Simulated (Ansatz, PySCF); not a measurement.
This Ansatz (a quantum-chemistry and plane-wave program) input computes a CCSD(T)/cc-pVDZ energy:

Ansatz 0.2 input:
```yaml
crystal:
  periodic: [false, false, false]
  atoms:
    - {symbol: H, position_ang: [-0.00000000, -0.00000000, -2.22228430]}
    - {symbol: C, position_ang: [-0.00000000, -0.00000000, -1.14137802]}
    - {symbol: C, position_ang: [0.00000000, 0.00000000, 0.08705893]}
    - {symbol: C, position_ang: [0.00000000, 0.00000000, 1.42469980]}
basis:
  gaussian:
    orbitals: cc-pVDZ
total_charge: 1
magnetization: {spin_polarized: false}
correlation: {method: ccsd_t, electrons: outside_noble_gas}
```

Task: Write an input for the same energy in PySCF and say what it gives.

Result: 
```python
from pyscf import gto, scf, mp, cc as ccmod

mol = gto.M(
    atom='''
    H    -0.00000000   -0.00000000   -2.22228430
    C    -0.00000000   -0.00000000   -1.14137802
    C     0.00000000    0.00000000    0.08705893
    C     0.00000000    0.00000000    1.42469980
    ''',
    basis='cc-pvdz',
    charge=1,
    spin=0,
    verbose=4,
)

mf = scf.RHF(mol)
mf.conv_tol = 1e-10
mf.max_cycle = 100
mf.kernel()
mp2 = mp.MP2(mf, frozen=3).run()
cc = ccmod.CCSD(mf, frozen=3)
cc.max_cycle = 100
cc.kernel()
et = cc.ccsd_t()
print(f'E(CCSD(T)) = {cc.e_tot + et:.9f}')
```
It gives -114.03624 Eh, and Ansatz -114.03624 Eh, a difference of 0.00 mEh.

It need not be the lowest isomer of its formula.
